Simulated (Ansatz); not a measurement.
Stepwise reaction of gallium trichloride with hydrogen fluoride, as a gas-phase model of exchange steps in deposition or etching. ΔE in kJ/mol; ΔG adds harmonic PBE0-D4 terms to CCSD(T)/CBS, at 1 bar.

Program: Ansatz. Geometries: PBE0-D4/def2-TZVP. ΔE: electronic, gas phase. CCSD(T)/CBS is the MP2 limit (def2-TZVPP, def2-QZVPP) plus CCSD(T) − MP2 in def2-TZVPP, frozen cores. This one scheme is used for every species. DFT in def2-TZVPP. B3LYP here is the variant with VWN-RPA as its local correlation; programs differ in this. For Ga outer-core shells are correlated without core-valence functions, which leaves a few kJ/mol of doubt a bond. Scalar relativity is left out up to krypton.

```csv
step,reaction,PBE-D4,B3LYP-D4,ωB97M-V,CCSD(T)/CBS,ΔG(400 K)
1,`[Cl][Ga]([Cl])[Cl]` + H–F → `[F][Ga]([Cl])[Cl]` + HCl,34.3,33.1,33.4,38.8,28.8
2,`[F][Ga]([Cl])[Cl]` + H–F → `[F][Ga]([F])[Cl]` + HCl,36.6,35.1,35.7,40.5,34.2
3,`[F][Ga]([F])[Cl]` + H–F → `[F][Ga]([F])[F]` + HCl,39.5,37.8,38.7,42.8,40.1
```

(1) By hand: ΔE of the 3 steps together at CCSD(T)/CBS.

Results:

(1) (38.8) + (40.5) + (42.8) = 122.1 kJ/mol, or 40.7 kJ/mol a step.

In ΔE the steps differ by no more than 4.0 kJ/mol. All are uphill at CCSD(T)/CBS. ΔG lies between 28.8 and 40.1 kJ/mol a step. PBE-D4 differs from CCSD(T)/CBS by -4.5 to -3.3 kJ/mol a step. Isolated molecules leave out the surface, adducts and barriers. Largest T1 diagnostic: 0.015.
